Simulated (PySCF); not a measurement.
C9H8SSe.

```xyz
19

C     -1.7303    -1.5119    -1.1820
C     -1.8881    -0.1454    -0.5798
C     -3.1288     0.5678    -0.5783
C     -3.0577     1.8063     0.0251
S     -1.4657     2.1348     0.6100
C     -0.8614     0.5835     0.0410
C      0.5320     0.2601     0.2643
C      1.4934     1.0493     0.8916
C      2.8010     0.4905     0.9825
C      2.9378    -0.7666     0.4323
Se     1.3267    -1.3793    -0.2875
H     -2.6878    -1.8651    -1.6101
H     -1.4039    -2.2627    -0.4301
H     -0.9758    -1.5223    -1.9981
H     -4.0511     0.1630    -1.0185
H     -3.8541     2.5479     0.1599
H      1.2471     2.0451     1.2900
H      3.6400     1.0212     1.4560
H      3.8406    -1.3880     0.3851
```
Charge 0, spin multiplicity 1.

Geometry: PBE-D3(BJ)/def2-SVP. This is a generated structure with no PubChem entry under its InChIKey; it may be hypothetical. Other conformers were not sampled.

Method: HF/pcSseg-1 (PySCF). Non-relativistic, no solvent.

Computed absolute GIAO shielding of each atom: isotropic value and principal components (ppm):
```tsv
atom	σ(iso)	σ11	σ22	σ33	span
C1	173.1	166.6	167.6	185.2	18.6
C2	48.2	-35.2	26.6	153.2	188.4
C3	52.4	-42.4	59.6	139.9	182.3
C4	50.6	-61.8	58.9	154.7	216.5
S5	330.7	178.6	397.0	416.5	237.9
C6	41.8	-43.2	33.3	135.3	178.5
C7	28.0	-66.0	12.4	137.4	203.4
C8	61.4	-25.1	59.3	149.9	174.9
C9	53.2	-49.7	52.2	157.0	206.7
C10	42.5	-73.8	50.1	151.2	225.0
Se11	1326.9	970.7	1490.1	1520.0	549.3
H12	29.0	22.2	28.3	36.4	14.3
H13	29.1	23.4	29.9	33.9	10.5
H14	29.1	23.4	30.0	33.9	10.5
H15	24.6	20.5	25.5	27.8	7.3
H16	24.2	20.9	24.5	27.3	6.3
H17	23.9	17.7	25.1	29.0	11.4
H18	24.3	20.1	23.7	29.0	8.9
H19	23.7	20.4	23.1	27.7	7.4
```
